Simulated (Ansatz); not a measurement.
The cluster Cs3H3 (the lowest singlet isomer of a short search) was relaxed with PBE-D4 (def2-TZVP) in Ansatz in these states: neutral quintet, neutral singlet. The geometries follow in no particular order.

In the def2 sets Cs takes a core potential; there is no spin–orbit coupling.

A:

```tsv
atom	x (Å)	y (Å)	z (Å)
Cs1	1.888	-1.751	1.376
Cs2	-0.014	0.127	-2.918
Cs3	-1.874	1.623	1.541
H4	1.595	-1.362	-1.303
H5	-1.590	1.489	-1.164
H6	-0.006	-0.127	2.468
```

B:

Cartesian coordinates in Å:
```
Cs -2.152 3.455 0.743
Cs 2.932 -2.753 -0.976
Cs -1.405 -1.269 0.407
H 3.647 3.289 -1.050
H -0.080 -3.287 -0.650
H -2.941 0.565 1.525
```

Task: Judge from the bond lengths which geometry belongs to which state (an estimate).

Result: A is the neutral singlet (Cs2–H4 2.723 Å, Cs1–H4 2.723 Å, Cs1–Cs2 5.058 Å); B is the neutral quintet (Cs2–H4 6.085 Å, Cs1–H4 6.072 Å, Cs1–Cs2 8.206 Å).

At PBE0-D4/def2-TZVP a singlet lies 5.29 eV below the neutral quintet. These are the stationary points nearest to one start from a short search; other shapes may lie lower in each state. The neutral quintet has come apart into loosely held pieces.
